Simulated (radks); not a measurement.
Tb XLVIII, configuration [Ar] (the NIST ground configuration).

Calculated with a radial shooting solver on a logarithmic mesh with Libxc functionals: Dirac Kohn-Sham, PBE, spin-unpolarised, spherical densities, finite nucleus; Fermi nuclear charge, rms radius 5.06 fm.

Energy parts (eV):
total: -263737.91
kinetic: 292935.78
electron-nucleus: -587066.99
Hartree: 34516.33
exchange-correlation: -4123.03

Orbitals (lengths in bohr, moments of r in powers of bohr; <r^-3> diverges for s and p1/2; r(max) is where P^2 peaks; r(90%) holds 90 % of the orbital's charge):
orbital,occ.,eigenvalue (eV),r(max),<r^2>,r(90%),<r^-3>,small-component weight
1s1/2,2,-54840.09,0.01364,0.0006316,0.0389,-,5.88e-02
2s1/2,2,-11545.91,0.07735,0.009627,0.140,-,1.33e-02
2p1/2,2,-11149.28,0.05836,0.006968,0.124,-,1.32e-02
2p3/2,4,-10389.98,0.06419,0.008137,0.133,10640,1.23e-02
3s1/2,2,-4434.594,0.2097,0.05598,0.323,-,4.96e-03
3p1/2,2,-4284.186,0.1962,0.05082,0.312,-,4.89e-03
3p3/2,4,-4094.318,0.2068,0.05580,0.326,2769,4.65e-03

The highest occupied level is 3p3/2 at -4094.3 eV. For comparison, the ionisation energy in NIST's Atomic Spectra Database is 4139 eV (theoretical). In exact Kohn-Sham theory the highest level is minus the ionisation energy, but local and semilocal functionals leave it too shallow, through self-interaction and a potential that decays too fast; potentials with the right tail come closer. The electron density at the nucleus is 6.868e+05 e/bohr^3. Summed over all electrons, <r^2> = 0.5038 bohr^2, which gives a Langevin (diamagnetic) susceptibility term of -0.399 x 10^-6 cm^3/mol. The density falls to 0.001 e/bohr^3 at r = 0.67 bohr.
